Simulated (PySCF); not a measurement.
## Eu: excitation energy

Eu [Xe] 4f7 6s2 (8S) → Eu [Xe] 4f7 5d2 (10F), as a difference of total energies. All numbers are calculated (PySCF 2.14, the spin-free X2C one-electron Hamiltonian (Gaussian nucleus), in x2c-TZVPPall (11s7p7d4f2g, 113 functions)). The calculations carry no spin-orbit coupling.

```csv
method,excitation energy (eV)
UHF,3.449
TPSS,3.074
PBEsol,3.316
BHandHLYP,3.642
```
